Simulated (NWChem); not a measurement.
System: AlCl, singlet; SMILES [Al][Cl]

```xyz
2

Al     0.0000     0.0000    -1.2092
Cl     0.0000     0.0000     0.9377
```
Atoms are numbered in this order, from 1.

Low-valent species are run as closed-shell singlets; no triplet was tried in these runs. The geometry was optimised at PBE0/def2-SVP.

Question: List the 4 lowest vertical singlet excitations from CAM-B3LYP/def2-SVPD, TDA (NWChem).

Answer: 
```tsv
state	energy (eV)	oscillator strength	leading excitation (squared amplitude)
S1	5.01	0.268	HOMO → LUMO (0.94)
S2	5.01	0.268	HOMO → LUMO+1 (0.94)
S3	6.49	0.000	HOMO−2 → LUMO+1 (0.49)
S4	6.55	0.000	HOMO−2 → LUMO (0.49)
```
